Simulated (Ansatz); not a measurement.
A run for Ansatz (a first-principles code): U-BHLYP/def2-TZVPP on AsH, 2S+1 = 3, a spin state set in the input, which need not be the lowest, a point of a bond scan (R = 1.537 Å).

Ansatz 0.2 input:
```yaml
crystal:
  periodic: [false, false, false]
  atoms:
    - {symbol: H, position_ang: [0.00000000, 0.00000000, 0.00000000]}
    - {symbol: As, position_ang: [0.00000000, 0.00000000, 1.53734900]}
basis:
  gaussian:
    orbitals: def2-TZVPP
    pivot_positions_ang: [[0.00000000, 0.00000000, 0.00000000], [0.00000000, 0.00000000, 1.53734900]]
hamiltonian:
  xc: {name: BHLYP}
magnetization: {spin_polarized: true, initial_magnetization: 2}
output: {forces: true, orbitals: {seedname: ./end}}
```

It printed:

```
WARN ansatz: RAYON_NUM_THREADS=1 ignored (pool sized by the plan → 1); use --threads N
Functional definition: BHLYP
integrals: 0.01 GiB planned
419 factors; integrals over basis functions are off by at most 4.5e-4 eV
mean field: 0.19 GiB planned
mean field evaluation 1: about -60855.6037 eV, gradient 4.5e0 eV
mean field evaluation 2: about -60855.7137 eV, gradient 1.9e0 eV
mean field evaluation 4: about -60855.7273 eV, gradient 1.7e-1 eV
mean field evaluation 8: about -60855.7424 eV, gradient 8.1e-3 eV
mean field evaluation 16: about -60855.7424 eV, gradient 6.8e-5 eV
mean field -60855.74239523 eV, -2236.4072835209 hartree, gradient 6.8e-5 eV, S^2 2.006089; 0 other end points of the search recorded, 0 dependent functions left out
the calculation of the forces begins
reference -60855.74251157 eV, -2236.4072877965 hartree; 18, 16 occupied and 44, 46 virtual orbitals, 419 factors
Total energy: -60855.74251157 eV, -2236.4072877965 hartree
Atom 0 at     0.000000     0.000000     0.000000 Å, force     0.000000    -0.000000     0.294240 eV/Å
Atom 1 at     0.000000     0.000000     1.537349 Å, force     0.000000     0.000000    -0.294240 eV/Å
Dipole moment:     0.000000    -0.000000    -0.038489 e Å
```

Self-consistency was reached.

Cost: very roughly 1.5 core-seconds.
